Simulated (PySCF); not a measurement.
CCl₄, singlet, at a GFN2-xTB geometry; PBE0/def2-SV(P) (PySCF).

The PySCF input:
```python
from pyscf import gto, scf, dft

mol = gto.M(
    atom='''
C     0.00000000   -0.00000000    0.00000000
Cl    1.00088777    1.00971528    1.05264163
Cl   -1.03919169   -1.03455449    0.98951166
Cl   -1.00311144    1.03279645   -1.02783977
Cl    1.04141537   -1.00795724   -1.01431351
''',
    basis='def2-sv(p)',
    verbose=4,
)

mf = dft.RKS(mol)
mf.xc = 'pbe0'
mf.kernel()
mf.analyze()
```

Output, abridged:

```
PySCF version 2.14.0

[INPUT] verbose = 4
[INPUT] num. atoms = 5
[INPUT] num. electrons = 74
[INPUT] charge = 0
[INPUT] spin (= nelec alpha-beta = 2S) = 0
[INPUT] symmetry False subgroup None
[INPUT] Mole.unit = angstrom
[INPUT] Symbol           X                Y                Z      unit          X                Y                Z       unit  Magmom
[INPUT]  1 C      0.000000000000   0.000000000000   0.000000000000 AA    0.000000000000   0.000000000000   0.000000000000 Bohr   0.0
[INPUT]  2 Cl     1.000887770000   1.009715280000   1.052641630000 AA    1.891403766727   1.908085342989   1.989204388016 Bohr   0.0
[INPUT]  3 Cl    -1.039191690000  -1.034554490000   0.989511660000 AA   -1.963787685024  -1.955024647039   1.869906034464 Bohr   0.0
[INPUT]  4 Cl    -1.003111440000   1.032796450000  -1.027839770000 AA   -1.895605894018   1.951702432923  -1.942335665236 Bohr   0.0
[INPUT]  5 Cl     1.041415370000  -1.007957240000  -1.014313510000 AA    1.967989831213  -1.904763128872  -1.916774738346 Bohr   0.0

nuclear repulsion = 439.691237002111
number of shells = 38
number of NR pGTOs = 168
number of NR cGTOs = 86
basis = def2-sv(p)
ecp = {}

******** <class 'pyscf.dft.rks.RKS'> ********
method = RKS
initial guess = minao
damping factor = 0
level_shift factor = 0
DIIS = <class 'pyscf.scf.diis.CDIIS'>
diis_start_cycle = 1
diis_space = 8
diis_damp = 0
SCF conv_tol = 1e-09
SCF conv_tol_grad = None
SCF max_cycles = 50
direct_scf = True
direct_scf_tol = 1e-13
XC library pyscf.dft.libxc version 7.1.2
    S. Lehtola, C. Steigemann, M. J. T. Oliveira, and M. A. L. Marques,  SoftwareX 7, 1–5 (2018)
XC functionals = pbe0
    C. Adamo and V. Barone,  J. Chem. Phys. 110, 6158 (1999)
    M. Ernzerhof and G. E. Scuseria,  J. Chem. Phys. 110, 5029 (1999)
radial grids:
    Treutler-Ahlrichs [JCP 102, 346 (1995); DOI:10.1063/1.469408] (M4) radial grids

becke partition: Becke, JCP 88, 2547 (1988); DOI:10.1063/1.454033
pruning grids: <function nwchem_prune>
grids dens level: 3
symmetrized grids: False
atomic radii adjust function: <function treutler_atomic_radii_adjust>
small_rho_cutoff = 0
Set gradient conv threshold to 3.16228e-05
Initial guess from minao.
tot grids = 89640
init E= -1878.17749347086
  HOMO = -0.341440824270938  LUMO = -0.0542009552237439  gap/eV = 7.81619
cycle= 1 E= -1877.48454473759  delta_E= 0.693  |g|= 0.724  |ddm|= 2.61
  HOMO = -0.340190852241718  LUMO = -0.117528110888537  gap/eV = 6.05896
cycle= 2 E= -1877.07553660074  delta_E= 0.409  |g|= 1.56  |ddm|= 1.86
  HOMO = -0.324261269019675  LUMO = -0.0318318154714365  gap/eV = 7.95741
cycle= 3 E= -1877.61953127114  delta_E= -0.544  |g|= 0.0508  |ddm|= 1.25
  HOMO = -0.330524595576748  LUMO = -0.032623158289339  gap/eV = 8.10631
cycle= 4 E= -1877.620070111  delta_E= -0.000539  |g|= 0.0147  |ddm|= 0.0552
  HOMO = -0.328445684543241  LUMO = -0.0303152494909833  gap/eV = 8.11254
cycle= 5 E= -1877.62012326041  delta_E= -5.31e-05  |g|= 0.000747  |ddm|= 0.0178
  HOMO = -0.328464750987394  LUMO = -0.0302503484713981  gap/eV = 8.11483
cycle= 6 E= -1877.62012342573  delta_E= -1.65e-07  |g|= 0.000168  |ddm|= 0.00141
  HOMO = -0.328483606582777  LUMO = -0.0302746370000038  gap/eV = 8.11468
cycle= 7 E= -1877.62012343419  delta_E= -8.46e-09  |g|= 9.25e-06  |ddm|= 0.000324
  HOMO = -0.328482971332988  LUMO = -0.0302739566340784  gap/eV = 8.11468
cycle= 8 E= -1877.62012343422  delta_E= -3.87e-11  |g|= 5.21e-07  |ddm|= 2.15e-05
  HOMO = -0.328482929674127  LUMO = -0.0302738344231188  gap/eV = 8.11468
Extra cycle  E= -1877.62012343423  delta_E= -2.73e-12  |g|= 7.9e-07  |ddm|= 1.48e-06
converged SCF energy = -1877.62012343423
**** SCF Summaries ****
Total Energy =                       -1877.620123434226571
Nuclear Repulsion Energy =             439.691237002111279
One-electron Energy =                -3467.978288261911530
Two-electron Energy =                 1150.666927825573566
Two-electron Coulomb Energy =         1268.437323916306013
DFT Exchange-Correlation Energy =     -117.770396090732348
HOMO-LUMO gap [eV] =                     8.114682805550142
**** MO energy ****
MO #1   energy= -101.712480985304  occ= 2
MO #2   energy= -101.712480877159  occ= 2
MO #3   energy= -101.712480848296  occ= 2
MO #4   energy= -101.712405281259  occ= 2
MO #5   energy= -10.4646011914438  occ= 2
MO #6   energy= -9.56549735412104  occ= 2
MO #7   energy= -9.56549725501143  occ= 2
MO #8   energy= -9.56549721506993  occ= 2
MO #9   energy= -9.56544282704     occ= 2
MO #10  energy= -7.30757496529712  occ= 2
MO #11  energy= -7.30757491806294  occ= 2
MO #12  energy= -7.30757480795238  occ= 2
MO #13  energy= -7.30754420659791  occ= 2
MO #14  energy= -7.29622867654962  occ= 2
MO #15  energy= -7.29622846747682  occ= 2
MO #16  energy= -7.29622838503398  occ= 2
MO #17  energy= -7.29621140352792  occ= 2
MO #18  energy= -7.29621135168153  occ= 2
MO #19  energy= -7.29621126794407  occ= 2
MO #20  energy= -7.29620607276664  occ= 2
MO #21  energy= -7.29620596668939  occ= 2
MO #22  energy= -1.01079128084383  occ= 2
MO #23  energy= -0.877883086402242 occ= 2
MO #24  energy= -0.877883069139328 occ= 2
MO #25  energy= -0.877883009660322 occ= 2
MO #26  energy= -0.643233175127885 occ= 2
MO #27  energy= -0.521580213028387 occ= 2
MO #28  energy= -0.521580173940511 occ= 2
MO #29  energy= -0.521580109627883 occ= 2
MO #30  energy= -0.389953279342051 occ= 2
MO #31  energy= -0.389953265559629 occ= 2
MO #32  energy= -0.362456477798777 occ= 2
MO #33  energy= -0.362456422573816 occ= 2
MO #34  energy= -0.362456362812005 occ= 2
MO #35  energy= -0.328482973860014 occ= 2
MO #36  energy= -0.328482956703236 occ= 2
MO #37  energy= -0.328482929674127 occ= 2
MO #38  energy= -0.0302738344231188 occ= 0
MO #39  energy= 0.0116268762491994 occ= 0
MO #40  energy= 0.0116268807762942 occ= 0
MO #41  energy= 0.0116269190498055 occ= 0
MO #42  energy= 0.358969803660351  occ= 0
MO #43  energy= 0.402287522090979  occ= 0
MO #44  energy= 0.402287545953441  occ= 0
MO #45  energy= 0.402287831347582  occ= 0
 ** Mulliken pop on meta-lowdin orthogonal AOs  **
 ** Mulliken pop  **
 ** Mulliken atomic charges  **
charge of    0C =      0.10376
charge of    1Cl =     -0.02594
charge of    2Cl =     -0.02594
charge of    3Cl =     -0.02594
charge of    4Cl =     -0.02594
Dipole moment(X, Y, Z, Debye):  0.00000,  0.00000,  0.00000
```
